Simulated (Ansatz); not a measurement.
Consider the substitution at a C–O bond: `CC(C)(C)[O][Ge][F]` + `[NH2][In]([F])[F]` → `CC(C)(C)[NH][In]([F])[F]` + `[OH][Ge][F]`.

Program: Ansatz. Geometries: PBE0-D4/def2-TZVP. ΔE: electronic, gas phase. CCSD(T)/CBS is the MP2 limit (def2-TZVPP, def2-QZVPP) plus CCSD(T) − MP2 in def2-TZVPP, frozen cores. DFT in def2-TZVPP. def2 core potentials past Kr. For Ge, In outer-core shells are correlated without core-valence functions, which leaves a few kJ/mol of doubt a bond. Scalar relativity is left out up to krypton. Each species was taken in one conformer, which may not be the lowest.

`CC(C)(C)[O][Ge][F]`:

Cartesian coordinates in Å:
```
C 0.226 1.687 0.278
C 0.127 0.189 0.046
C -0.749 -0.462 1.106
C -0.400 -0.103 -1.351
O 1.467 -0.312 0.163
Ge 2.239 -1.887 0.043
F 0.845 -2.927 -0.307
H -0.760 2.154 0.207
H 0.636 1.891 1.269
H 0.881 2.144 -0.466
H -0.820 -1.538 0.941
H -1.757 -0.041 1.075
H -0.334 -0.281 2.100
H -0.471 -1.179 -1.520
H -1.393 0.332 -1.481
H 0.264 0.332 -2.103
```

`[NH2][In]([F])[F]`:

Z-matrix (Å, degrees):
```
N
In 1 1.998
H 1 1.011 2 114.2
H 1 1.011 2 114.2 3 -126.6
F 2 1.935 1 124.1 3 -30.6
F 2 1.935 1 124.1 3 157.2
```

`CC(C)(C)[NH][In]([F])[F]`:

Z-matrix (Å, degrees):
```
C
C 1 1.527
H 1 1.094 2 110.8
H 1 1.092 2 110.7 3 -119.5
H 1 1.091 2 110.4 3 120.0
C 2 1.522 1 109.9 3 -179.5
C 2 1.528 1 109.7 3 59.6
N 2 1.467 1 106.9 3 -62.2
H 6 1.092 2 110.7 1 -62.1
H 6 1.096 2 111.5 1 178.7
H 6 1.092 2 110.5 1 58.1
H 7 1.095 2 110.5 1 178.2
H 7 1.093 2 110.7 1 -61.9
H 7 1.093 2 111.6 1 58.5
In 8 2.001 2 121.7 1 -171.8
H 8 1.013 2 111.6 1 51.5
F 15 1.939 8 123.0 2 -164.8
F 15 1.940 8 126.5 2 23.7
```

`[OH][Ge][F]`:

Z-matrix (Å, degrees):
```
O
Ge 1 1.771
H 1 0.964 2 113.8
F 2 1.767 1 97.0 3 0.0
```

| species | BHLYP-D4 energy (Eh) |
| --- | --- |
| `CC(C)(C)[O][Ge][F]` | -2409.94943 |
| `[NH2][In]([F])[F]` | -445.77579 |
| `CC(C)(C)[NH][In]([F])[F]` | -602.99254 |
| `[OH][Ge][F]` | -2252.73347 |

(1) Work out ΔE.

Largest T1 diagnostic among the species: 0.016.

Results:

(1) ΔE = (-602.99254) + (-2252.73347) − (-2409.94943) − (-445.77579) = -0.00079 Eh = -0.5 kcal/mol. CCSD(T)/CBS gives -2.9 kcal/mol.

Leaving LDA and LC-ωPBE aside and taking each functional with its dispersion term where it has one, the values, not all of them listed here, spread over 2.1 kcal/mol, from PBE-QIDH to CAM-B3LYP-D4. LDA lies −1.1 kcal/mol from PBE without D4. In def2-TZVPP, CCSD(T) changes the Hartree–Fock value by −3.5 kcal/mol (the triples alone add −0.3 kcal/mol) and MP2 by −4.7 kcal/mol. At CCSD(T), def2-SVP lies +1.2 kcal/mol from the extrapolated value and def2-TZVPP +0.5 kcal/mol.
